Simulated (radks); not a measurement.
Values are calculated unless marked as measured or tabulated.
Problem. All-electron atom: the ytterbium ion Yb3+ in [Xe] 4f13. Code: a radial shooting solver on a logarithmic mesh with Libxc functionals. Model: Dirac Kohn-Sham, Slater X-alpha with alpha = 0.556, spin-unpolarised, spherical densities, finite nucleus; open shells are shared between the two j in proportion to 2j + 1; Fermi nuclear charge, rms radius 5.3108 fm.

Spin-orbit splittings of the eigenvalues, e(l+1/2) - e(l-1/2), with zeta = 2 splitting/(2l+1) and mean radii in bohr:

| shell | occ. | splitting (eV) | zeta (eV) | <r> j=l-1/2 | <r> j=l+1/2 |
|---|---|---|---|---|---|
| 2p | 6 | 1041 | 694.1 | 0.06885 | 0.07635 |
| 3p | 6 | 220.4 | 146.9 | 0.2067 | 0.2208 |
| 3d | 10 | 48.08 | 19.23 | 0.1941 | 0.1985 |
| 4p | 6 | 50.23 | 33.49 | 0.4967 | 0.5294 |
| 4d | 10 | ? | ? | 0.5546 | 0.5662 |
| 4f | 13 | 1.353 | 0.3866 | 0.7414 | 0.7568 |
| 5p | 6 | 6.541 | 4.361 | 1.336 | 1.442 |

Estimate the 4d splitting.

Solution. 9.132 eV (zeta = 3.653 eV).
